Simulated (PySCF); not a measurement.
Question: What does the GFN2-xTB structure of `O=S(=O)([O-])C1CC1` look like in three dimensions? (Charge -1.)

Answer: 
Z-matrix in Å and degrees, rows numbered from 1:
```
O 
S   1  1.4621
O   2  1.4621  1  113.88
O   2  1.4621  1  113.63  3   132.57
C   2  1.8203  1  104.56  3  -114.05
C   5  1.4849  2  113.85  1    86.77
C   5  1.4849  2  113.82  1   153.71
H   5  1.0777  2  113.98  1   -59.82
H   6  1.0836  5  119.97  7   108.22
H   6  1.0792  5  115.06  7  -107.90
H   7  1.0836  5  119.95  6  -108.23
H   7  1.0792  5  115.09  6   107.89
```

Of the pairs four or more bonds apart, O3···H10 is among the closest relative to their van der Waals radii: 2.46 Å, 90 % of the sum of Bondi's values. All 3 O–S bonds measure 1.462 Å. The 3-membered ring C5–C6–C7 has internal angles of 59.7° to 60.6°. S2 (sulfonyl sulfur) is distorted tetrahedral (angles from 104.5° to 113.9°).

The geometry is computed with GFN2-xTB (gas phase).

Point group: Cs (every atom within 0.08 Å of its image). Stationary, but not proved a minimum.
